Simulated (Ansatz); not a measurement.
# CBr2F2 (dibromodifluoromethane): the vertical energy of the triplet above the singlet from total energies

The species is CBr2F2 (5 atoms), meant as a singlet with charge 0. As SMILES, `FC(F)(Br)Br`. Geometry: relaxed at PBE0-D4/def2-TZVP.

Both states at this one shape; open shells run unrestricted unless said. 1 Eh = 27.2114 eV.

```
         level  program  singlet CBr2F2 (Eh)  triplet CBr2F2 (Eh)
      HF/3-21G   Ansatz         -5355.516067         -5355.334348
  BLYP/cc-pVDZ   Ansatz         -5386.060354         -5385.890774
revPBE/cc-pVDZ   Ansatz         -5385.522914         -5385.352161
 HSE06/cc-pVDZ   Ansatz         -5385.216608         -5385.037089
```

**Question.** Work out the vertical gap, second state less first, at each level.

**Answer.** 
1. HF/3-21G: -5355.334348 − (-5355.516067) = 0.181719 Eh = 4.94 eV.
2. BLYP/cc-pVDZ: -5385.890774 − (-5386.060354) = 0.169580 Eh = 4.61 eV.
3. revPBE/cc-pVDZ: -5385.352161 − (-5385.522914) = 0.170753 Eh = 4.65 eV.
4. HSE06/cc-pVDZ: -5385.037089 − (-5385.216608) = 0.179519 Eh = 4.88 eV.

No measured value is set beside it here; the levels span 4.61 to 4.94 eV. Spin-orbit coupling, which splits open shells on such heavy atoms by tenths of an eV, is left out. All-electron rows are non-relativistic unless named.
